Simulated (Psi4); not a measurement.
Cl3La (SMILES [Cl][La]([Cl])[Cl]), singlet, at a GFN2-xTB geometry (such geometries of metal compounds can be far from the true shape) (core potentials on La).

Here is a job for Psi4.
```
memory 2 GB

molecule mol {
0 1
  La    0.193340   -0.190468   -0.615242
  Cl   -1.969263   -0.822093    0.457095
  Cl   -0.103013    2.176902    0.115127
  Cl    1.424017   -0.716180    1.490647
}

set basis def2-sv(p)
set reference rhf

energy('scf')
print_variables()
```

Problem. What does this run give for the number of basis functions, dipole moment, total energy, nuclear repulsion energy?

Solution. 
```yaml
number_of_basis_functions: 79
dipole_moment: 10.64 D
total_energy: -1409.4430 Eh
nuclear_repulsion_energy: 248.2619 Eh
```
